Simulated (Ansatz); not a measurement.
Reaction R1 → P1 + P2, each structure at its B3LYP-D3(BJ)/def2-SVP stationary point, reached from a drawn start (curvature not checked).
R1, Cl3Fe (SMILES [Cl][Fe]([Cl])[Cl]) (charge 0, multiplicity 6):
```
atom    x (Å)    y (Å)    z (Å)
----  -------  -------  -------
Fe    -0.0001   0.0000  -0.0022
Cl     2.1505  -0.0097  -0.0083
Cl    -1.0669   1.8674  -0.0010
Cl    -1.0835  -1.8577   0.0115
```
P1, Cl2Fe (SMILES [Cl][Fe][Cl]) (charge 0, multiplicity 5):
```json
[
 {"atom": "Fe", "x (Å)": "0.0000", "y (Å)": "0.0000", "z (Å)": "0.0001"},
 {"atom": "Cl", "x (Å)": "2.1517", "y (Å)": "-0.0036", "z (Å)": "0.0080"},
 {"atom": "Cl", "x (Å)": "-2.1517", "y (Å)": "0.0036", "z (Å)": "-0.0082"}
]
```
P2: Cl atom, charge 0, multiplicity 2.

P less R. No zero-point or thermal terms; open shells are unrestricted; no spin–orbit coupling. The spin states of the d-block species are the ones drawn and need not be the lowest.

Frozen-core correlation throughout.

Run with Ansatz (a quantum-chemistry and plane-wave program) with Gaussian orbitals. Each number belongs to the level named beside it.

Problem. One of these levels gives 19.64 kcal/mol for the reaction energy. Name it.
(A) HF/def2-SVP
(B) SVWN5/def2-TZVPP
(C) MP2/def2-SVP
(D) wB97M-V/def2-TZVPP

Solution. A, HF/def2-SVP. The others give 83.96 (SVWN5/def2-TZVPP), 48.91 (wB97M-V/def2-TZVPP), 37.55 (MP2/def2-SVP)
